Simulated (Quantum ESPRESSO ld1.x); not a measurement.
Problem. The aim is the terbium ion Tb+ in [Xe] 4f9 6s1. This ld1.x (Quantum ESPRESSO 7.5) run was made with `OMP_NUM_THREADS=1 ld1.x < ld1.in > ld1.out`. Can the result be used? Name any fault.

```
 &input
    zed=65.0,
    iswitch=1,
    rel=1,
    dft='PBEE',
    config='[Xe] 4f9 6s1',
    verbosity='high',
    prefix='ld1',
    max_out_wfc=37,
    file_charge='ld1.rho',
 /
```

Output (excerpt):

```
     Program LD1 v.7.5 starts

     Message from routine scf:
     warning: convergence not achieved
     --------------------------- All-electron run ----------------------------

     scalar relativistic calculation

     atomic number is 65.00
     dft =PBEE   lsd =0 sic =0 latt =0  beta=0.20 tr2=1.0E-14
     Exchange-correlation= PBEE
                           (   0   0   3   4   0   0   0)
     mesh =2099 r(mesh) = 100.44524 a.u. xmin = -8.00 dx = 0.00800
     1 Ry =  13.60569312 eV, c = 137.03599908

     n l     nl                  e(Ry)          e(Ha)          e(eV)
     1 0     1S 1( 2.00)   -3766.502033708   -1883.251016854 -51245.8708178
     2 0     2S 1( 2.00)    -617.959722079    -308.979861040  -8407.7703410
     2 1     2P 1( 6.00)    -547.172052055    -273.586026027  -7444.6550257
     3 0     3S 1( 2.00)    -135.646434708     -67.823217354  -1845.5637639
     3 1     3P 1( 6.00)    -114.023821085     -57.011910542  -1551.3731184
     4 0     4S 1( 2.00)     -26.605533859     -13.302766929   -361.9867291
     4 1     4P 1( 6.00)     -19.562343949      -9.781171974   -266.1592485
     3 2     3D 1(10.00)     -85.813652220     -42.906826110  -1167.5542179
     5 0     5S 1( 2.00)      -3.324873257      -1.662436629    -45.2372052
     5 1     5P 1( 6.00)      -1.718548048      -0.859274024    -23.3820374
     4 2     4D 1(10.00)      -9.989886199      -4.994943100   -135.9193260
     4 3     4F 1( 9.00)       0.000000000       0.000000000      0.0000000
     6 0     6S 1( 1.00)      -0.392088785      -0.196044392     -5.3346397

     final scf error:  3.9E+02 reached in 201 iterations

     Etot =  -21763.180958 Ry,  -10881.590479 Ha, -296103.161496 eV

     Ekin =   25496.807999 Ry,   12748.403999 Ha,  346901.745245 eV
     Encl =  -54849.284631 Ry,  -27424.642316 Ha, -746262.534706 eV
     Eh   =    7604.777118 Ry,    3802.388559 Ha,  103468.263732 eV
     Exc  =     -15.481443 Ry,      -7.740722 Ha,    -210.635767 eV
```

Solution. No (silently wrong). The line at issue: dft='PBEE'. The misspelt name is not refused: the parser picks the pieces it recognises inside the string (index line 0 0 3 4 0 0 0), so another functional than the one meant is run. The sound input gives -11700.982 hartree.
